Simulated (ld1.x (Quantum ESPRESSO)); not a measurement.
Values are calculated unless marked as measured or tabulated.
## Potentials for tin compared

Generated with ld1.x 7.5 (TM, RRKJ, ultrasoft, PAW), atompaw 4.2 or ONCVPSP 4.0.1. The cutoff is in Ry: for ld1.x and atompaw files where the sum of valence levels is converged to 10 mRy in a Bessel basis, for ONCV files where the hardest occupied wave has 1 mHa per electron of residual kinetic energy. The error is the largest all-electron minus pseudo excitation energy over each file’s own four to seven test configurations (ionisations up to +4, promotions, holes and added fractions of an electron), all of which were solved. The labels leave out finer settings (local radius, basis sizes, second energies), which also bear on the numbers. Spin-polarised tests are not counted. The rows are a selection from randomly drawn settings: files with unsolved tests, undetermined cutoffs or missed reference levels are left out.

A true bound ghost makes a file unfit for plane-wave use even where its test errors are small: the radial tests pick states by their node count and pass the ghost by.

```tsv
potential	cutoff (Ry)	largest error (meV)	bound ghosts
TM, PBE, fully relativistic, rc 1.60/2.15/2.30 (spd), local s, core correction yes, reference 5s2 5p2	35	-317	d3/2, d5/2
TM, Wu–Cohen, fully relativistic, rc 1.50/2.70/1.35 (spd), local s, core correction no, reference 4d10 5s2 5p2	100	-93	p1/2
TM semilocal, PBEsol, scalar-relativistic, rc 1.60/2.00/1.90 (spd), local d, core correction yes, reference 5s2 5p2	35	-351	d
```

Problem. Fill in the row for Sn: PAW, LDA (PZ), scalar-relativistic, rc 1.95/2.75/2.25 (spd), local smoothed, core correction yes, reference 5s2 5p1.

Solution. cutoff 10 Ry, largest error -299 meV, bound ghosts: d.

Problem. Fill in the row for Sn: ultrasoft, PBE, scalar-relativistic, rc 2.40/2.80/1.80 (spd), local smoothed, core correction yes, reference 4d10 5s2 5p2.

Solution. cutoff 35 Ry, largest error -51 meV, bound ghosts: none.
